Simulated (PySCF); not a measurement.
Molecule: 4-hydroxy-1-fluorobenzene (SMILES Oc1ccc(F)cc1).

Cartesian coordinates in Å; atom numbers follow the order of the lines, from 1:
```xyz
13

O    -2.0303   -0.9644   -0.9244
C    -0.8630   -0.4955   -0.4320
C     0.2300   -0.1810   -1.2447
C     1.4118    0.3022   -0.6854
C     1.4932    0.4680    0.6896
F     2.6230    0.9305    1.2304
C     0.4163    0.1595    1.5136
C    -0.7607   -0.3223    0.9527
H    -1.9655   -1.0366   -1.8821
H     0.1594   -0.3137   -2.3288
H     2.2719    0.5519   -1.3096
H     0.5119    0.3006    2.5920
H    -1.6205   -0.5721    1.5772
```

Geometry PBE0-D3(BJ)/def2-SVP throughout; GIAO in PySCF 2.14.0 with density-fitted response routines, gas phase, one conformer, non-relativistic; equivalent atoms averaged; basis pcSseg-1.

For orientation, CAM-B3LYP gives these shifts δ (against H2O, TMS, CFCl3 at the same level): O1 116.3, C5 167.9, C2 162.6, C4/C7 125.4, C3/C8 122.0, F6 -122.0, H11/H12 7.03, H10/H13 6.70, H9 3.66 ppm.

A run gave: O1 132.9, C5 162.9, C2 155.5, C4/C7 118.5, C3/C8 115.9, F6 -135.3, H11/H12 6.79, H10/H13 6.51, H9 3.63 ppm (shifts δ (against H2O, TMS, CFCl3 at the same level)).

Task: Which functional was used in that run?
A. PBE
B. mPW1PW91
C. BHandHLYP
D. OPBE
E. LC-wPBE

Result: A. C4/C7 tells them apart best: PBE gives 118.5, LC-wPBE gives 128.0, OPBE gives 113.6, BHandHLYP gives 124.6, mPW1PW91 gives 121.8 ppm.
